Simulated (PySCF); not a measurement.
A species of formula C8H7F3 has this rotational fingerprint, computed with PySCF, PBE0-D3(BJ)/def2-SVP geometry optimisation, gas phase:

```
Rotational constants : A = 2491, B = 410.7, C = 385.6 MHz
Dipole components    : |μa| = 2.87 D, |μb| = 1.46 D, |μc| = 0.16 D
Inertial defect      : -123.05 u·Å²
κ                    : -0.98
```

**Question.** Which structure is it? (One computed conformer of each.)
A. `[CH:1]#[C:2][C:3](=[CH2:4])/[CH:5]=[CH:6]/[CH2:7][C:8]([F:9])([F:10])[F:11]` with C2–C3–C5–C6 1°, C5–C6–C7–C8 123°
B. 4-methylbenzotrifluoride, `CC1=CC=C(C(F)(F)F)C=C1`
C. `FC(F)(F)[C@]12C[C@H]3[C@@H]4[C@H]3[C@H]1[C@@H]42`
D. `CC=C=C=C=C(C)C(F)(F)F`

**Answer.** D. It is CC=C=C=C=C(C)C(F)(F)F, a near-prolate asymmetric top, point group C1. The candidates at the same level (rigid rotor, commonest isotopes):

```
                                          SMILES  A (MHz)  B (MHz)  C (MHz)  μa (D)  μb (D)  μc (D)  Δ (u·Å²)  point group                        rotor
FC(F)(F)[C@]12C[C@H]3[C@@H]4[C@H]3[C@H]1[C@@H]42     2497    913.4    851.9    2.56    0.00    0.00   -162.38           Cs  near-prolate asymmetric top
                          C#CC(=C)/C=C/CC(F)(F)F     2259    488.8    440.2    1.45    0.97    1.17   -109.60           C1  near-prolate asymmetric top
                             Cc1ccc(C(F)(F)F)cc1     2816    628.3    565.9    3.17    0.02    0.11    -90.70           C1  near-prolate asymmetric top
                           CC=C=C=C=C(C)C(F)(F)F     2491    410.7    385.6    2.87    1.46    0.16   -123.05           C1  near-prolate asymmetric top
```

`FC(F)(F)[C@]12C[C@H]3[C@@H]4[C@H]3[C@H]1[C@@H]42` has B 122 % too high; `Cc1ccc(C(F)(F)F)cc1` has B 53 % too high; `C#CC(=C)/C=C/CC(F)(F)F` has B 19 % too high. No structure here is proved a minimum.
